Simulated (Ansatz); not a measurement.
Mulliken charges of CH₄Cl₂Ge, SMILES `[CH3][GeH]([Cl])[Cl]` from ωB97M-V/def2-TZVPP in Ansatz (PBE0-D4/def2-TZVP geometry).

| atom | x (Å) | y (Å) | z (Å) | charge (e) |
| --- | --- | --- | --- | --- |
| C1 | -0.188 | 1.061 | -0.135 | -0.409 |
| Ge2 | 0.042 | -0.824 | 0.212 | 0.493 |
| Cl3 | 2.077 | -1.178 | 0.803 | -0.275 |
| Cl4 | -0.296 | -1.911 | -1.611 | -0.275 |
| H5 | -1.209 | 1.250 | -0.469 | 0.139 |
| H6 | 0.012 | 1.628 | 0.774 | 0.139 |
| H7 | 0.510 | 1.367 | -0.914 | 0.146 |
| H8 | -0.856 | -1.449 | 1.284 | 0.042 |

Task: By hand: the dipole of these point charges (1 e Å = 4.8032 D).

Result: Σ q r = (-0.520, 0.548, 0.345) e Å, of length 0.830 e Å = 3.99 D.

Task: How does the dipole of the full density compare? (Estimate.)

Result: The calculation gave: (-0.314, 0.430, 0.178) e Å, 2.70 D; the point charges give 1.48 times that, at 9° from its direction.

Point charges leave out the atoms' own dipoles, such as those of lone pairs, and Mulliken's split depends on the basis, so the two needn't agree.
